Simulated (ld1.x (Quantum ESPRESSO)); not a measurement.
## Reading a pseudo-wave (zinc (Zn))

Columns: radius, all-electron u(r) and pseudo u(r) of the 3s shell (level -128.62 eV) of zinc in the configuration [Ne] 3s2 3p6 3d10 4s2 4p0; LDA (PZ), scalar-relativistic, TM scheme, ld1.x (Quantum ESPRESSO) 7.5.

| r (bohr) | all-electron | pseudo |
| --- | --- | --- |
| 0.055 | 0.1466 | 0.1058 |
| 0.110 | -0.5422 | 0.2158 |
| 0.165 | -0.7183 | 0.3340 |
| 0.220 | -0.4613 | 0.4641 |
| 0.275 | -0.0182 | 0.6087 |
| 0.330 | 0.4370 | 0.7666 |
| 0.385 | 0.8160 | 0.9313 |
| 0.440 | 1.0888 | 1.0887 |
| 0.495 | 1.2573 | 1.2195 |
| 0.550 | 1.3374 | 1.3046 |
| 0.605 | 1.3495 | 1.3334 |
| 0.660 | 1.3129 | 1.3084 |
| 0.715 | 1.2441 | 1.2436 |
| 0.770 | 1.1559 | 1.1559 |
| 0.825 | 1.0578 | 1.0578 |
| 0.880 | 0.9567 | 0.9567 |
| 0.935 | 0.8570 | 0.8570 |
| 0.990 | 0.7619 | 0.7619 |
| 1.045 | 0.6731 | 0.6731 |
| 1.100 | 0.5916 | 0.5916 |
| 1.155 | 0.5177 | 0.5177 |
| 1.210 | 0.4513 | 0.4513 |
| 1.265 | 0.3921 | 0.3921 |
| 1.320 | 0.3399 | 0.3399 |
| 1.375 | 0.2939 | 0.2939 |
| 1.430 | 0.2536 | 0.2536 |

**Question.** How many radial nodes do the two functions have?

**Answer.** The all-electron 3s function has n − l − 1 = 2; the pseudo-wave has 0, since the states of the same l below it are removed with the core.

**Question.** At about which radius was the pseudo-wave matched?

**Answer.** 0.80 bohr. The columns agree to 0.0005 from 0.71 bohr on; several derivatives are matched, so the curves merge somewhat inside the radius.

**Question.** Is the pseudo-wave norm-conserving?

**Answer.** Yes: the TM scheme keeps the norm inside the radius equal to the all-electron one, which fixes the energy derivative of the logarithmic derivative at the level.
